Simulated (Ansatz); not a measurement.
Stepwise reaction of `C[O][SnH]([SH])[O]C` with hydrogen, as a gas-phase model of exchange steps in deposition or etching. ΔE in kJ/mol.

Program: Ansatz. Geometries: PBE0-D4/def2-TZVP. ΔE: electronic, gas phase. CBS: MP2 limit from def2 TZ/QZ plus the TZ coupled-cluster correction, frozen cores. This one scheme is used for every species. Functionals use def2-TZVPP. B3LYP here is the variant with VWN-RPA as its local correlation; programs differ in this. Elements past krypton have def2 core potentials. For Sn outer-core shells are correlated without core-valence functions, which leaves a few kJ/mol of doubt a bond. Each species was taken in one conformer, which may not be the lowest.

```json
{"step": "1", "reaction": "`C[O][SnH]([SH])[O]C` + H₂ → `C[O][SnH2][SH]` + CH₃OH", "PBE-D4": "15.6", "B3LYP-D4": "16.5", "ωB97M-V": "12.0", "CCSD(T)/CBS": "21.0"}
```

Give the row of step 2, `C[O][SnH2][SH]` + H₂ → `[SH][SnH3]` + CH₃OH. (Estimate.)

The calculation gave: 
| step | reaction | PBE-D4 | B3LYP-D4 | ωB97M-V | CCSD(T)/CBS |
| --- | --- | --- | --- | --- | --- |
| 2 | `C[O][SnH2][SH]` + H₂ → `[SH][SnH3]` + CH₃OH | -0.6 | 0.1 | -4.9 | 4.6 |

By hand: ΔE of the 2 steps together at CCSD(T)/CBS.

(21.0) + (4.6) = 25.6 kJ/mol, or 12.8 kJ/mol a step.

In ΔE each step is lower than the one before. PBE-D4 differs from CCSD(T)/CBS by -5.4 to -5.2 kJ/mol a step. Isolated molecules leave out the surface, adducts and barriers. Largest T1 diagnostic: 0.014.
